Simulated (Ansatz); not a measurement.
Task: Name a neutral molecule of Al, C, N, Si and H with LUMO energy (B3LYP/def2-TZVPP) between -1.25 and -0.95 eV and size of the dipole moment (PBE/def2-TZVPP) between 1.15 and 1.45 D (Ansatz, PBE0-D4/def2-TZVP geometry).

Result: `C[SiH2][N](C)[AlH2]` (-1.10 eV, 1.29 D); `C[N]1[AlH][SiH2]1` (-1.24 eV, 1.23 D); `C[SiH2][NH][AlH2]` (-1.09 eV, 1.29 D); `[NH2][Al]([SiH3])[CH2][SiH3]` (-1.11 eV, 1.15 D); `C[SiH]([SiH3])[NH][AlH2]` (-1.15 eV, 1.30 D). Other molecules can fit too; these were computed, each in one conformer that needn't be the lowest.

B3LYP here is the variant with VWN-RPA as its local correlation; programs differ in this.
